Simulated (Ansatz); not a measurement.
Cost and result for the atomization energy of CH₉AlSi₂, SMILES `C[SiH]([AlH2])[SiH3]` (13 atoms, 12 bonds).

Cartesian coordinates in Å:
```
C -0.010 1.858 0.544
Si 0.591 0.171 -0.060
Al 0.014 -0.361 -2.380
Si -0.309 -1.520 1.291
H -1.094 1.937 0.446
H 0.440 2.663 -0.041
H 0.251 2.011 1.593
H 2.074 0.077 0.118
H 0.704 -1.591 -3.116
H -1.091 0.473 -3.165
H 0.221 -2.852 0.888
H 0.003 -1.305 2.732
H -1.793 -1.560 1.150
```

Total charge 0; spin multiplicity 1. The geometry is a stationary point of PBE0-D4/def2-TZVP. Program: Ansatz. All runs use 4 threads of an Arm Neoverse V1 on a shared host. Times are those of one run each, without the atoms' runs, and a repeat can differ threefold. Electronic energies, without spin–orbit coupling; frozen cores. CCSD(T)/CBS adds CCSD(T) − MP2 in def2-TZVPP to the MP2 limit, and its time is that of the two runs behind it. T1 = 0.012. B3LYP takes the VWN-RPA correlation (the form of Gaussian; ORCA's B3LYP/G). HSE06 is the plane-wave form, built on full-range PBE exchange.

CCSD(T)/CBS is a level of theory with its own doubt, some kJ/mol a heavy atom from the limit and from the frozen cores, so smaller differences don't rank the functionals.

```csv
level,functions,wall time,atomization (kcal/mol),difference from CCSD(T)/CBS,per bond
LDA (SPW92)/def2-TZVPP,283,1.5 s,1035.1,92.4,7.7
BLYP-D4/def2-TZVPP,283,2.4 s,928.4,-14.3,-1.2
PBE-D4/def2-TZVPP (with forces),283,2.9 s,934.6,-8.1,-0.7
CCSD(T)/def2-SVP,113,3.4 s,888.3,-54.4,-4.5
PBE0-D4/def2-TZVPP,283,3.7 s,933.7,-9.0,-0.7
BHLYP-D4/def2-TZVPP,283,3.7 s,932.2,-10.5,-0.9
HSE06-D4/def2-TZVPP,283,4 s,934.0,-8.7,-0.7
B3LYP-D4/def2-TZVPP (with forces),283,6 s,940.6,-2.1,-0.2
B2PLYP/def2-TZVPP,283,6.5 s,926.8,-15.9,-1.3
ωB97M-V/def2-TZVPP (with forces),283,14 s,940.8,-1.9,-0.2
MP2/def2-QZVPP,537,26 s,925.4,-17.3,-1.4
CCSD(T)/def2-TZVPP,283,2 min,920.8,-21.9,-1.8
CCSD(T)/CBS(def2),–,2.4 min,942.7,0.0,0.0
```

At CCSD(T), def2-SVP lies −54.4 kcal/mol from the extrapolated value and def2-TZVPP −21.9 kcal/mol: correlation converges slowly with the basis, and small sets miss more of it in the bonded molecule than in its fragments. From r2SCAN to r2SCAN0 (25 % exact exchange), in def2-TZVPP and without D4, the atomization energy moves by −5.3 kcal/mol: exact exchange takes away binding that semilocal exchange gives to molecules. In def2-TZVPP, CCSD(T) changes the Hartree–Fock value by +197.9 kcal/mol (the triples alone add +8.1 kcal/mol) and MP2 by +189.5 kcal/mol; breaking electron pairs costs correlation energy, which Hartree–Fock lacks.
